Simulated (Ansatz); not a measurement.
Start from `O[SiH2][Si](O)(F)F` and change one atom or group to get `C[Si](O)(F)F`.

Ansatz, PBE0-D4/def2-TZVP geometries, multiplicity 1. Each molecule was computed in one conformer, which needn't be the lowest.

```json
{"property": "LUMO energy (B3LYP/def2-TZVPP) / eV", "`O[SiH2][Si](O)(F)F`": "-0.92"}
{"property": "HOMO energy (PBE0/def2-TZVPP) / eV", "`O[SiH2][Si](O)(F)F`": "-8.40"}
{"property": "HOMO energy (ωB97M-V/def2-TZVPP) / eV", "`O[SiH2][Si](O)(F)F`": "-10.54"}
{"property": "LUMO energy (ωB97M-V/def2-TZVPP) / eV", "`O[SiH2][Si](O)(F)F`": "1.03"}
{"property": "HOMO–LUMO gap (ωB97M-V/def2-TZVPP) / eV", "`O[SiH2][Si](O)(F)F`": "11.57"}
{"property": "size of the dipole moment (B3LYP/def2-TZVPP) / D", "`O[SiH2][Si](O)(F)F`": "1.33"}
```

(1) Give the same properties after the change, and the shifts. (An estimate is asked.)

Answers

(1) The calculation gave: 
```tsv
property	`C[Si](O)(F)F`	shift
LUMO energy (B3LYP/def2-TZVPP) / eV	0.28	1.20
HOMO energy (PBE0/def2-TZVPP) / eV	-10.03	-1.63
HOMO energy (ωB97M-V/def2-TZVPP) / eV	-12.37	-1.83
LUMO energy (ωB97M-V/def2-TZVPP) / eV	2.12	1.09
HOMO–LUMO gap (ωB97M-V/def2-TZVPP) / eV	14.49	2.92
size of the dipole moment (B3LYP/def2-TZVPP) / D	1.09	-0.24
```

With PBE0 the HOMO falls by 1.63 eV and the LUMO rises by 1.38 eV, so the gap widens by about 3.01 eV. PBE moves the HOMO by -1.16 eV and ωB97M-V by -1.83 eV. Dipoles are sizes alone; their direction can turn.

B3LYP here is the variant with VWN-RPA as its local correlation; programs differ in this.
